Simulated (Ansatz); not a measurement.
Reaction (ligand exchange at the Si–C bond): `F[Si@@H]1O[C@H]1[SiH3]` + `N[SiH](O)S` → `N[SiH](O)S[SiH3]` + `F[SiH]1CO1`

Program: Ansatz. Geometries: PBE0-D4/def2-TZVP. ΔE: electronic, gas phase. CBS: MP2 limit from def2 TZ/QZ plus the TZ coupled-cluster correction, frozen cores. DFT in def2-TZVPP. HSE06 is defined as in plane-wave codes. One conformer a species, not always the lowest.

Is it downhill or uphill in electronic energy at CCSD(T)/CBS, and by how much? (An estimate is asked.)

Ansatz gave: Downhill: ΔE = -0.66 eV.

What do these levels give: revPBE-D4, B97M-V, r2SCANh-D4, HSE06-D4, PBE, r2SCAN, BHLYP, LC-ωPBE, MP2/def2-SVP, SCS-MP2/def2-TZVPP, CCSD/def2-TZVPP, CCSD(T)/def2-TZVPP? (Estimate.)

Computed: revPBE-D4 -0.67, B97M-V -0.68, r2SCANh-D4 -0.69, HSE06-D4 -0.69, PBE -0.64, r2SCAN -0.67, BHLYP -0.65, LC-ωPBE -0.66, MP2/def2-SVP -0.66, SCS-MP2/def2-TZVPP -0.66, CCSD/def2-TZVPP -0.64, CCSD(T)/def2-TZVPP -0.64 eV.

Largest T1 diagnostic among the species: 0.014.

From PBE to PBE0 (25 % exact exchange), in def2-TZVPP and without D4, ΔE moves by −0.03 eV. The D4 term adds −0.03 eV with B3LYP and −0.02 eV with PBE0; it sums over pairs of atoms, weighted by their polarisabilities, and B3LYP, whose exchange is more repulsive, gets the larger term.

B3LYP here is the variant with VWN-RPA as its local correlation; programs differ in this.
